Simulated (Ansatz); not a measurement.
`[OH][Hf]([OH])([SeH])[SeH]`, relaxed with RKS PBE0-D4/def2-TZVP in Ansatz from a GFN2-xTB geometry. The force threshold is 0.005 eV/Å; the program also tests the step.

The species carries charge 0 and has multiplicity 1. Hf takes the def2 core potential.

Start:

```xyz
9

O     0.176    1.165   -1.466
Hf   -0.072    0.054   -0.006
O    -1.248   -0.216    1.397
Se    1.911    0.821    1.300
Se   -0.516   -2.078   -1.219
H     0.690    1.981   -1.463
H    -1.995   -0.824    1.398
H     1.361    0.714    2.611
H    -0.307   -1.616   -2.552
```

**Question.** How much energy does the relaxation release, and in how many steps? (Best estimate.)

**Answer.** The calculation gave: 28.15 kcal/mol, in 35 steps, 7 of them rejected.

**Question.** Which bonds change most? (An estimate is asked.)

**Answer.** Computed: Hf2–Se5 from 2.494 to 2.595 Å; Hf2–Se4 from 2.495 to 2.595 Å; Hf2–O3 from 1.851 to 1.900 Å; O1–Hf2 from 1.851 to 1.900 Å.

**Question.** Give the relaxed structure. (Best estimate.)

**Answer.** Ansatz gave: 
```xyz
9

O    -0.166    1.511   -1.304
Hf   -0.136    0.121   -0.009
O    -1.613    0.068    1.185
Se    2.090    0.511    1.265
Se   -0.168   -2.216   -1.136
H    -0.391    2.184   -1.938
H    -2.354    0.252    1.754
H     1.763   -0.615    2.156
H     0.975   -1.816   -1.973
```
